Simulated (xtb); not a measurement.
xtb input (GFN1-xTB):

```bash
xtb mol.xyz --gfn 1 --sp --chrg 0 --uhf 0
```
mol.xyz:
```
11

C     -0.84972708    -0.84703727     0.07635384
C     -1.00145512     0.61530386    -0.25263998
C      0.22649702     0.12658270     0.45818837
N      1.44803905     0.08197280    -0.30345838
H     -0.62496805    -1.51695526    -0.74192684
H     -1.46523650    -1.26651742     0.86044423
H     -1.72098136     1.19832851     0.30590941
H     -0.87624038     0.90478477    -1.28676381
H      0.29173597     0.37157266     1.51705422
H      1.92128146     0.97790048    -0.28980903
H      2.08624664    -0.61201908     0.06788706
```

Output:

```
           -------------------------------------------------
          |                Calculation Setup                |
           -------------------------------------------------

           -------------------------------------------------
          |                 G F N 1 - x T B                 |
           -------------------------------------------------

        Reference                      10.1021/acs.jctc.7b00118
      * Hamiltonian:
        H0-scaling (s, p, d)           1.850000    2.250000    2.000000
        zeta-weighting                 0.000000
      * Dispersion:
        s8                             2.400000
        a1                             0.630000
        a2                             5.000000
        s9                             0.000000
      * Repulsion:
        kExp                           1.500000
        rExp                           1.000000
      * Coulomb:
        alpha                          2.000000
        third order                    atomic
        anisotropic                    false
      * Halogen bond correction:
        rad-scale                      1.300000
        damping                        0.440000

          ...................................................
          :                      SETUP                      :
          :.................................................:
          :  # basis functions                  30          :
          :  # atomic orbitals                  30          :
          :  # shells                           22          :
          :  # electrons                        24          :
          :  # halogen bonds                     0          :
          :  max. iterations                   250          :
          :  Hamiltonian                  GFN1-xTB          :
          :  restarted?                      false          :
          :  GBSA solvation                  false          :
          :  PC potential                    false          :
          :  electronic temp.          300.0000000     K    :
          :  accuracy                    1.0000000          :
          :  -> integral cutoff          0.2500000E+02      :
          :  -> integral neglect         0.1000000E-07      :
          :  -> SCF convergence          0.1000000E-05 Eh   :
          :  -> wf. convergence          0.2000000E-04 e    :
          :  Broyden damping             0.4000000          :
          :  net charge                          0          :
          :  unpaired electrons                  0          :
          ...................................................

 iter      E             dE          RMSdq      gap      omega  full diag
   1    -13.4548750 -0.134549E+02  0.805E+00    7.05       0.0  T
   2    -13.4700565 -0.151815E-01  0.485E+00    7.76       1.0  T
   3    -13.4704878 -0.431284E-03  0.422E-01    8.06       1.0  T
   4    -13.4709643 -0.476555E-03  0.848E-02    7.98       1.0  T
   5    -13.4709974 -0.330323E-04  0.596E-03    7.95       5.1  T
   6    -13.4709976 -0.216497E-06  0.140E-03    7.95      21.5  T
   7    -13.4709976 -0.723870E-08  0.189E-04    7.95     159.2  T
   8    -13.4709976 -0.228649E-09  0.402E-05    7.95     749.4  T

   *** convergence criteria satisfied after 8 iterations ***

         #    Occupation            Energy/Eh            Energy/eV
      -------------------------------------------------------------
         1        2.0000           -0.7470281             -20.3277
       ...           ...                  ...                  ...
         6        2.0000           -0.5455937             -14.8464
         7        2.0000           -0.5324687             -14.4892
         8        2.0000           -0.5031229             -13.6907
         9        2.0000           -0.4864783             -13.2377
        10        2.0000           -0.4544571             -12.3664
        11        2.0000           -0.4388801             -11.9425
        12        2.0000           -0.4014966             -10.9253 (HOMO)
        13                         -0.1094404              -2.9780 (LUMO)
        14                         -0.1062043              -2.8900
        15                         -0.0947937              -2.5795
        16                         -0.0906741              -2.4674
        17                         -0.0827926              -2.2529
       ...                                ...                  ...
        30                          0.5470866              14.8870
      -------------------------------------------------------------
                  HL-Gap            0.2920562 Eh            7.9473 eV
             Fermi-level           -0.2554685 Eh           -6.9517 eV

 SCC (total)                   0 d,  0 h,  0 min,  0.011 sec
 SCC setup                      ...        0 min,  0.000 sec (  1.551%)
 Dispersion                     ...        0 min,  0.000 sec (  0.727%)
 classical contributions        ...        0 min,  0.000 sec (  0.336%)
 integral evaluation            ...        0 min,  0.003 sec ( 24.233%)
 iterations                     ...        0 min,  0.003 sec ( 26.877%)
 molecular gradient             ...        0 min,  0.005 sec ( 43.798%)
 printout                       ...        0 min,  0.000 sec (  2.276%)

         :::::::::::::::::::::::::::::::::::::::::::::::::::::
         ::                     SUMMARY                     ::
         :::::::::::::::::::::::::::::::::::::::::::::::::::::
         :: total energy             -13.293893131354 Eh    ::
         :: gradient norm              0.013505154606 Eh/a0 ::
         :: HOMO-LUMO gap              7.947252430863 eV    ::
         ::.................................................::
         :: SCC energy               -13.470997598906 Eh    ::
         :: -> electrostatic           0.018375878917 Eh    ::
         :: repulsion energy           0.179952893737 Eh    ::
         :: dispersion energy         -0.002848426185 Eh    ::
         :: halogen bond corr.         0.000000000000 Eh    ::
         :: add. restraining           0.000000000000 Eh    ::
         :: total charge               0.000000000000 e     ::
         :::::::::::::::::::::::::::::::::::::::::::::::::::::

           -------------------------------------------------
          |                Property Printout                |
           -------------------------------------------------

    * Orbital Energies and Occupations

         #    Occupation            Energy/Eh            Energy/eV
      -------------------------------------------------------------
         1        2.0000           -0.7470281             -20.3277
         2        2.0000           -0.6631087             -18.0441
         3        2.0000           -0.6016383             -16.3714
         4        2.0000           -0.5948088             -16.1856
         5        2.0000           -0.5702182             -15.5164
         6        2.0000           -0.5455937             -14.8464
         7        2.0000           -0.5324687             -14.4892
         8        2.0000           -0.5031229             -13.6907
         9        2.0000           -0.4864783             -13.2377
        10        2.0000           -0.4544571             -12.3664
        11        2.0000           -0.4388801             -11.9425
        12        2.0000           -0.4014966             -10.9253 (HOMO)
        13                         -0.1094404              -2.9780 (LUMO)
        14                         -0.1062043              -2.8900
        15                         -0.0947937              -2.5795
        16                         -0.0906741              -2.4674
        17                         -0.0827926              -2.2529
        18                         -0.0580469              -1.5795
Note: The following floating-point exceptions are signalling: IEEE_DENORMAL
normal termination of xtb
        19                         -0.0497530              -1.3538
        20                         -0.0340946              -0.9278
        21                          0.0971130               2.6426
        22                          0.2049381               5.5767
        23                          0.2183184               5.9407
       ...                                ...                  ...
        30                          0.5470866              14.8870
      -------------------------------------------------------------
                  HL-Gap            0.2920562 Eh            7.9473 eV
             Fermi-level           -0.2554685 Eh           -6.9517 eV

  Mulliken/CM5 charges         n(s)   n(p)   n(d)
     1C    -0.07174 -0.17462   1.005  3.067  0.000
     2C    -0.07174 -0.17462   1.005  3.067  0.000
     3C     0.11895  0.10851   0.991  2.890  0.000
     4N    -0.49160 -0.93992   1.449  4.042  0.000
     5H     0.03523  0.09315   0.965  0.000  0.000
     6H     0.02542  0.08037   0.975  0.000  0.000
     7H     0.02542  0.08037   0.975  0.000  0.000
     8H     0.03523  0.09315   0.965  0.000  0.000
     9H     0.00831  0.07253   0.992  0.000  0.000
    10H     0.19325  0.38055   0.807  0.000  0.000
    11H     0.19325  0.38055   0.807  0.000  0.000

Wiberg/Mayer (AO) data.
largest (>0.10) Wiberg bond orders for each atom

 ---------------------------------------------------------------------------
     #   Z sym  total        # sym  WBO       # sym  WBO       # sym  WBO
 ---------------------------------------------------------------------------
     1   6 C    3.950 --     6 H    0.984     5 H    0.982     2 C    0.982
                             3 C    0.976
     2   6 C    3.950 --     7 H    0.984     8 H    0.982     1 C    0.982
                             3 C    0.976
     3   6 C    3.935 --     4 N    0.999     1 C    0.976     2 C    0.976
                             9 H    0.971
     4   7 N    2.956 --     3 C    0.999    11 H    0.951    10 H    0.951
     5   1 H    1.009 --     1 C    0.982
     6   1 H    1.007 --     1 C    0.984
     7   1 H    1.007 --     2 C    0.984
     8   1 H    1.009 --     2 C    0.982
     9   1 H    1.005 --     3 C    0.971
    10   1 H    0.973 --     4 N    0.951
    11   1 H    0.973 --     4 N    0.951
 ---------------------------------------------------------------------------

Topologies differ in total number of bonds
Writing topology from bond orders to xtbtopo.mol

 dipole moment from electron density (au)
     X       Y       Z
   0.3566   0.1732   0.6053  total (Debye):    1.839

           -------------------------------------------------
          | TOTAL ENERGY              -13.293893131354 Eh   |
          | GRADIENT NORM               0.013505154606 Eh/α |
          | HOMO-LUMO GAP               7.947252430863 eV   |
           -------------------------------------------------

------------------------------------------------------------------------
------------------------------------------------------------------------
 total:
 SCF:
```
